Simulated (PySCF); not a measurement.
# Ionisation energy of O⁺ by level of theory

O⁺ [He] 2s2 2p3 (4S) → O²⁺ [He] 2s2 2p2 (3P), as a difference of total energies. Computed with PySCF 2.14 in cc-pVDZ-DK, with scalar relativity by spin-free X2C-1e. Correlated levels: valence: 1s2 frozen. The calculations carry no spin-orbit coupling.

```csv
method,ionisation energy (eV)
UHF,34.586
PBE,35.357
TPSS,35.301
MP2 (valence),34.977
SCS-MP2 (valence),34.779
CCSD (valence),34.778
CCSD(T) (valence),34.776
```

Question: How much does correlation contribute at CCSD(T) (valence)?

Answer: 34.776 − (34.586) = 0.190 eV, measured against UHF.

Errors of the correlated levels include the incompleteness of this basis and the frozen core.

For comparison: 35.121 eV (measured; NIST Atomic Spectra Database, ionization energies).
